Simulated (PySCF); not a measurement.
Species: C₆H₁₃GeN.
SMILES with atom numbers: `[NH2:1][GeH2:2][C@@H:3]1[CH2:4][C@H:5]1[CH:6]1[CH2:7][CH2:8]1` (hydrogens: H9, H10 on N1; H11, H12 on Ge2; H13 on C3; H14, H15 on C4; H16 on C5; H17 on C6; H18, H19 on C7; H20, H21 on C8)

Computed by this run: PBE0-D3(BJ)/def2-SVP geometry optimisation, gas phase in PySCF 2.14.0; density fitting, grid level 1; the optimiser is geomeTRIC in internal coordinates, started from a GFN2-xTB structure with every atom displaced at random (about 0.01 Å).

Step 0: E = -64412.0034 eV
```
atom  x, y, z in Å  |  force x, y, z in eV/Å
N1      2.7732    1.2422    1.2139   -1.661   1.428   0.730
Ge2     2.5834   -0.0911    0.0129   -0.594  -0.395   0.345
C3      0.8039   -0.8718    0.2767    1.342   0.655   0.147
C4      0.2664   -1.8056   -0.7324   -2.091  -0.552   1.173
C5     -0.3238   -0.4354   -0.6002   -0.370   0.031   0.220
C6     -1.6726   -0.2046    0.0078    0.687   0.100  -0.483
C7     -2.7669    0.3551   -0.8278   -0.637  -0.080   0.475
C8     -2.1362    1.1969    0.2433   -1.381  -0.757   0.868
H9      1.9930    1.9405    1.2585    0.854  -0.952  -0.106
H10     3.6236    1.7712    1.2368    0.693   0.155  -0.077
H11     2.7119    0.3321   -1.4333   -0.084   0.163  -0.766
H12     3.7478   -1.0026    0.3262    0.350  -0.529   0.061
H13     0.5361   -1.0628    1.3084   -0.021  -0.108   0.438
H14     0.7957   -2.0343   -1.6054    1.113  -0.378  -1.541
H15    -0.3635   -2.6483   -0.3699    0.362   0.420  -0.185
H16    -0.0844    0.2816   -1.3813    0.124   0.168  -0.332
H17    -1.9395   -0.9423    0.7474   -0.229  -0.395   0.457
H18    -3.7884   -0.0074   -0.6725    0.054   0.014   0.038
H19    -2.5576    0.5991   -1.8524    0.238   0.140  -0.703
H20    -2.7498    1.4045    1.1441    0.370  -0.092  -0.392
H21    -1.5233    2.0052   -0.0601    0.881   0.965  -0.367
```

Task: Estimate the geometry and energy of step 1. (The exact step hangs on the optimiser's Hessian estimate; all steps are aligned on step 0, rigid shifts and turns removed.)

Result: E = -64412.1881 eV, largest force 0.584 eV/Å
```
atom  x, y, z in Å  |  force x, y, z in eV/Å
N1      2.6653    1.3128    1.2675   -0.034  -0.439  -0.383
Ge2     2.6048   -0.1238    0.0866    0.199   0.035  -0.005
C3      0.8316   -0.8705    0.2684    0.126  -0.039   0.089
C4      0.2512   -1.7963   -0.7657   -0.014  -0.025  -0.396
C5     -0.3082   -0.4189   -0.6116    0.011   0.106   0.108
C6     -1.6505   -0.2041    0.0053    0.047  -0.062   0.047
C7     -2.7778    0.3708   -0.7958   -0.037   0.040  -0.109
C8     -2.1345    1.1866    0.2876    0.020   0.175  -0.112
H9      1.9329    1.9315    0.9317   -0.082   0.399   0.229
H10     3.5408    1.8332    1.2521   -0.025  -0.014  -0.038
H11     2.7903    0.2821   -1.4141   -0.024  -0.051   0.143
H12     3.7241   -1.1261    0.4578   -0.077   0.088   0.036
H13     0.5498   -1.0756    1.3086    0.020  -0.041  -0.036
H14     0.8175   -2.0241   -1.6841   -0.047   0.066   0.283
H15    -0.3686   -2.6275   -0.4208   -0.001  -0.047   0.049
H16    -0.0579    0.3069   -1.3962   -0.014  -0.045  -0.045
H17    -1.9158   -0.9683    0.7469   -0.015   0.041  -0.026
H18    -3.7892   -0.0063   -0.6296   -0.026  -0.042   0.013
H19    -2.5732    0.6434   -1.8362    0.010  -0.006   0.034
H20    -2.7065    1.3682    1.1998    0.016   0.006   0.058
H21    -1.4974    2.0283   -0.0174   -0.053  -0.145   0.062
```

The energy changes by -0.1847 eV. The first-order estimate −F·Δx gives -0.6171 eV and the mean of the old and new forces, exact on a quadratic surface, -0.2405 eV. The step makes an angle of 76° with the force vector and moves no atom by more than 0.332 Å.

What follows is the cost of the whole optimisation. Hardware: Arm Neoverse V1, one thread, shared host with 64 logical CPUs at a one-minute load of 23. Cost: 3.7 min, 0.97 GiB resident at most.
